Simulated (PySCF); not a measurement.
B(GeH3)(H)(OH) (BGeH₅O), SMILES [GeH3][BH]O.

Coordinates come from a PBE0-D3(BJ)/def2-SVP optimisation. One conformer was computed; it need not be the lowest.

The numbers are results of TDA-ωB97X/def2-SVPD (PySCF), not measurements.

Vertical excitations. The molecule is in vacuum. State labels are in the subgroup Cs.

| state | symmetry | energy (eV) | λ (nm) | f | main pairs |
|---|---|---|---|---|---|
| S1 | A" | 5.31 | 234 | 0.006 | HOMO→LUMO 95 % |
| S2 | A' | 7.16 | 173 | 0.002 | HOMO→LUMO+1 83 % |
| S3 | A" | 7.95 | 156 | 0.011 | HOMO−1→LUMO 90 % |
| S4 | A' | 8.01 | 155 | 0.045 | HOMO→LUMO+3 51 %, HOMO→LUMO+2 24 %, HOMO→LUMO+1 10 %, HOMO−2→LUMO 8 % |
| S5 | A' | 8.22 | 151 | 0.015 | HOMO−2→LUMO 64 %, HOMO→LUMO+2 24 % |
| S6 | A" | 8.38 | 148 | 0.001 | HOMO→LUMO+5 88 % |
| S7 | A' | 8.54 | 145 | 0.224 | HOMO→LUMO+2 27 %, HOMO→LUMO+3 21 %, HOMO→LUMO+4 17 %, HOMO−1→LUMO+1 12 % |
| S8 | A' | 8.82 | 141 | 0.192 | HOMO→LUMO+4 65 %, HOMO−1→LUMO+1 17 % |
| S9 | A' | 8.97 | 138 | 0.287 | HOMO−1→LUMO+1 47 %, HOMO−2→LUMO 11 %, HOMO→LUMO+3 10 %, HOMO→LUMO+4 9 % |
| S10 | A" | 9.06 | 137 | 0.181 | HOMO−2→LUMO+1 57 %, HOMO−2→LUMO+2 19 %, HOMO−4→LUMO 10 % |
| T1 | A" | 4.60 | 269 | 0 | HOMO→LUMO 96 % |
| T2 | A' | 6.87 | 180 | 0 | HOMO→LUMO+1 68 %, HOMO→LUMO+2 11 % |
| T3 | A' | 7.36 | 169 | 0 | HOMO−2→LUMO 61 %, HOMO−3→LUMO 31 % |
| T4 | A" | 7.53 | 165 | 0 | HOMO−1→LUMO 66 %, HOMO−4→LUMO 22 % |
Triplets are in the Tamm–Dancoff approximation.
